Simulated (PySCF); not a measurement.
The group X on silaethenyl-X is varied. Isolated molecules, 0 K electronic values unless said otherwise. One relaxed conformer stands for each flexible species; it need not be the lowest. Strings in code marks are SMILES.

All values below come from ωB97X-D3(BJ)/def2-TZVP // PBE0-D3(BJ)/def2-TZVP (PySCF 2.14.0). All candidates: neutral, multiplicity 1. Delta-SCF ions had no search for a lower state. Excitations are Tamm–Dancoff values on a coarser integration grid. The basis has no diffuse functions, so Rydberg states are missing or too high.

```
Item                                     Result
--------------------------------------  -------
vertical ionisation energy (Delta-SCF)  8.41 eV
T1 excitation (TDA)                     3.57 eV
S1 excitation (TDA)                     5.39 eV
```

**Question.** Say which member has these values.
A) `C=[SiH][SiH3]`
B) `B[SiH]=C`
C) `C=C[SiH]=C` (C–C–Si–C torsion 15°)
D) `C=[SiH]O` (C–Si–O–H torsion 0°)

**Answer.** D, `C=[SiH]O` (C–Si–O–H torsion 0°). The others give `B[SiH]=C`: 8.71 eV, 1.77 eV, 4.22 eV; `C=C[SiH]=C` (C–C–Si–C torsion 15°): 8.14 eV, 2.62 eV, 4.82 eV; `C=[SiH][SiH3]`: 8.54 eV, 2.60 eV, 5.32 eV
